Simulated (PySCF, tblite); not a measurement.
Calculations on `C#C[SiH2]SC=C`, in the order of a workflow; each names the level of the geometry that it ran on. Settings lines and outputs come from a driver script.

Compound: C4H6SSi.
Bonds: C1–C2 (triple), C2–Si3, Si3–S4, S4–C5, C5–C6 (double). Hydrogens: H7 on C1; H8, H9 on Si3; H10 on C5; H11, H12 on C6.

Step 1: GFN2-xTB geometry optimisation, gas phase (tblite 0.8.0) (from a force-field or distance-geometry start)
```json
{"job": {"kind": "relax", "xc": "GFN2-xTB", "basis": "xTB"}, "charge": 0, "multiplicity": 1}
```
```
step      E/eV     max force
  0    -448.75124    5.109
  1    -448.44618   12.994
  2    -448.95410    0.840
...
 79    -449.16923    0.014
 80    -449.16925    0.018
 81    -449.16926    0.019
 82    -449.16927    0.012
 83    -449.16928    0.008
```

Energy lowered by 9.6 kcal/mol over 83 steps; largest atomic force 0.008 eV/Å at the end. «max force» is the largest atomic force in eV/Å.

Time: 0.8 s wall. Hardware: Arm Neoverse N1, one thread, no GPU, on a shared host.

Step 2: GFN2-xTB harmonic vibrations, gas phase (tblite 0.8.0) (on the GFN2-xTB geometry)
```json
{"job": {"kind": "ir", "xc": "GFN2-xTB", "basis": "xTB"}, "charge": 0, "multiplicity": 1}
```
```
(table of modes left out)
```

30 modes from 52 to 3356 cm⁻¹ (unscaled, harmonic); zero-point energy 48.9 kcal/mol; all wavenumbers are real at this level.

On an Arm Neoverse N1 with one thread, no GPU, on a shared host, this took 0.57 s of wall time.

Step 3: TDDFT PBE0/def2-SVPD, vertical, gas phase, core orbitals frozen in the response (PySCF 2.14.0, density-fitted response routines) (on the GFN2-xTB geometry)
```json
{"job": {"kind": "uv", "xc": "PBE0", "basis": "def2-SVPD", "nstates": 8, "ntriplets": 3}, "charge": 0, "multiplicity": 1}
```
```
...
Static polarisability (au): isotropic 92.477, principal 74.175 97.649 105.606
Singlet excitations
state   eV       nm        f      main configurations
  1   4.7903    258.8   0.00791   H->L 0.98
  2   5.3068    233.6   0.01295   H->L+1 0.77, H->L+2 0.19
  3   5.6849    218.1   0.14415   H->L+2 0.70, H->L+1 0.20
  4   5.9428    208.6   0.00366   H->L+3 0.35, H->L+4 0.32, H-2->L 0.18
  5   6.0011    206.6   0.00057   H-2->L 0.57, H->L+3 0.14
  6   6.1978    200.0   0.01143   H-1->L 0.34, H->L+3 0.21, H->L+4 0.18
  7   6.2545    198.2   0.02084   H->L+4 0.32, H->L+3 0.21, H-1->L 0.21
  8   6.2948    197.0   0.00081   H-1->L+1 0.56, H-1->L+2 0.16, H-2->L 0.14
Triplet excitations (Tamm-Dancoff, eV): 3.8939 4.5746 4.8881
```

HOMO -6.63 eV, LUMO -0.68 eV; lowest singlet 4.79 eV; lowest triplet 3.89 eV (Tamm–Dancoff); mean polarisability 92.5 au.

Hardware: an Arm Neoverse N1 with one thread, no GPU, shared host with 64 logical CPUs at a one-minute load of 55. Cost: 39 s of wall time, 0.72 GiB resident at most.

Geometry of the electronic-property runs (GFN2-xTB):
```
atom  x, y, z in Å
C1     1.7134   -0.0473    2.1102
C2     1.2929    0.5898    1.1804
Si3    0.5729    1.5201   -0.2440
S4    -1.5546    1.1311   -0.3652
C5    -1.7076   -0.5693   -0.7558
C6    -0.7544   -1.4840   -0.7909
H7     2.0923   -0.5964    2.9241
H8     0.6075    2.9554   -0.0115
H9     1.1901    1.0806   -1.4923
H10   -2.7372   -0.8110   -0.9737
H11   -0.9884   -2.5030   -1.0468
H12    0.2744   -1.2667   -0.5604
```

 (This holds for the electronic-property runs.)

One conformer stands for the species.
